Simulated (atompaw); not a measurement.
# Ranking PAW (atompaw) potentials for Ga (Z = 31)

All share these settings but for the change named:

```
Element                 : Ga
Generator               : atompaw 4.2.0.5
Type                    : PAW
Functional              : LDA (PW92)
Relativity              : scalar-relativistic
Frozen core             : [Ar]
Valence charge          : 13
Reference configuration : 3d10 4s2 4p1
Partial waves           : 4s (bound): rc 1.95 bohr; 4s channel at 4.2 Ry: rc 2.25 bohr; 4p (bound): rc 2.25 bohr; 4p channel at 3.75 Ry: rc 2.25 bohr; 3d (bound): rc 0.90 bohr; 3d channel at -0.75 Ry: rc 0.90 bohr
Local potential         : bessel scheme, radius 1.95 bohr
Core correction         : smooth core density matched at 1.25 bohr
Augmentation charge     : besselshape compensation charge, radius 1.85 bohr; PAW radius 2.25 bohr; waves and projectors: modrrkj vanderbiltortho
```

Cutoff: the first of the cutoffs (Ry, on a coarse ladder) from which the occupation-weighted sum of valence levels, in a spherical-Bessel basis at the reference potential, stays within 10 and 1 mRy of its value at 400 Ry; the density cutoff is not measured.

The base gives 140 Ry.

Of 9 variants that were run, those that failed, showed a ghost or another fault, or gave nearly equal values are left out.

A variant can come out equal or close to the base.

(1) Rank these variants from softest to hardest (loose cutoff).
A. all radii scaled by about 1.27 (s 2.48, p 2.86, d 1.14 bohr); local potential bessel scheme, radius 2.48 bohr; augmentation besselshape compensation charge, radius 2.36 bohr; PAW radius 2.86 bohr; waves and projectors: modrrkj vanderbiltortho; core correction smooth core density matched at 1.60 bohr
B. wave 4s (bound): rc 1.95 bohr becomes 4s (bound): rc 2.18 bohr
C. wave 3d channel at -0.75 Ry: rc 0.90 bohr becomes 3d channel at -0.75 Ry: rc 1.74 bohr

## Answers

(1) A (90 Ry), B (140 Ry), C (180 Ry).
